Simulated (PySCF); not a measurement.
An unknown is described by computed data only.

Elements present: C, F, H, N and O. Monoisotopic mass: 151.0245 u.

- Dipole: 3.09 D [CAM-B3LYP/def2-SVPD]
- Polarisability: 84.4 au [CAM-B3LYP/def2-SVPD]
- NMR, other nuclei: isotropic shieldings of nuclei other than C and H, by class: 150 (1 N), -47 (1 O), 270 (1 F), 286 (1 F), 372 (1 F) ppm [GIAO PBE0/pcSseg-1]
- Rotational structure: rotational constants A, B, C: 3.183, 0.573, 0.485 GHz [PBE0-D3(BJ)/def2-SVP]
- Couplings: largest of the computed one-bond spin–spin couplings (means over like bonds): 19F–13C -380.7, 19F–13C -375.5, 19F–13C -301.0, 13C–1H +172.9, 13C–1H +165.3, 15N–1H -96.4, 15N–1H -95.1 Hz [B3LYP/pcJ-1, spin–dipole term left out for some pairs]
- UV, strongest line: among the 10 lowest singlet transitions: S2 at 5.13 eV (242 nm, f = 0.713) [TDDFT CAM-B3LYP/def2-SVPD]
- Valence photoelectron: vertical ionisation energy: 9.18 eV [ΔSCF CAM-B3LYP/def2-SVPD]
- 13C NMR: chemical shifts (computed TMS as zero) by class: 163.5 (1 C), 163.2 (1 C), 135.4 (1 C), 134.1 (1 C), 122.9 (1 C) ppm [GIAO PBE0/pcSseg-1]
- Triplet: lowest triplet excitation (Tamm–Dancoff): 2.81 eV [TDA CAM-B3LYP/def2-SVPD]

The electronic properties come from PySCF, for the isolated species, density fitting. Levels stand in brackets. The structure is a single PBE0-D3(BJ)/def2-SVP conformer in the gas phase; no vibrational or solvent corrections. NMR values are class means; diastereotopic atoms form classes of their own.

Question: Which formula fits the mass and the elements?

Answer: C5H4F3NO (calculated 151.0245). No other formula that holds each of these elements comes within 0.0003 u with a fitting electron parity and a possible valence count.

Question: What is the compound? Reason from the data.

Answer: Numbering: `[NH2:1][C:2](=[O:3])/[CH:4]=[CH:5]/[C:6]([F:7])=[C:8]([F:9])[F:10]`. Its formula, C5H4F3NO, gives 3 degrees of unsaturation: 0 rings and 3 π bonds in the structure found. 5 carbons fall into 5 classes; from least to most shielded: =CF2 carbon [C8] (163.5 ppm), amide carbonyl carbon [C2] (163.2 ppm), alkene CH carbon [C5] (135.4 ppm), vinylic C–F carbon [C6] (134.1 ppm), alkene CH carbon [C4] (122.9 ppm). The other shieldings belong to: 150 ppm, amide nitrogen [N1]; -47 ppm, amide oxygen [O3]; 270 ppm, vinyl fluorine [F10]; 286 ppm, vinyl fluorine [F9]; 372 ppm, vinyl fluorine [F7]. The couplings run between: -380.7 Hz, vinyl fluorine [F10] and =CF2 carbon [C8]; -375.5 Hz, vinyl fluorine [F9] and =CF2 carbon [C8]; -301.0 Hz, vinyl fluorine [F7] and vinylic C–F carbon [C6]; +172.9 Hz, alkene CH carbon [C5] and its hydrogen; +165.3 Hz, alkene CH carbon [C4] and its hydrogen; -96.4 Hz, amide nitrogen [N1] and its hydrogen; -95.1 Hz, amide nitrogen [N1] and its hydrogen. The first electron is taken from the HOMO, whose largest Löwdin shares are 0.21 on an alkene CH carbon, 0.19 on the =CF2 carbon, 0.18 on the vinylic C–F carbon and 0.12 on an alkene CH carbon. The optimised geometry has point group Cs and is an asymmetric top. Structure: `NC(=O)/C=C/C(F)=C(F)F`. The assignments are read from this structure; whether some other isomer fits the data as well wasn't checked.

The values belong to the conformer `[NH2:1][C:2](=[O:3])/[CH:4]=[CH:5]/[C:6]([F:7])=[C:8]([F:9])[F:10]`: N1–C2–C4–C5 180°, C4–C5–C6–F7 0°, H–N1–C2–O3 0°, H–N1–C2–O3 180°.
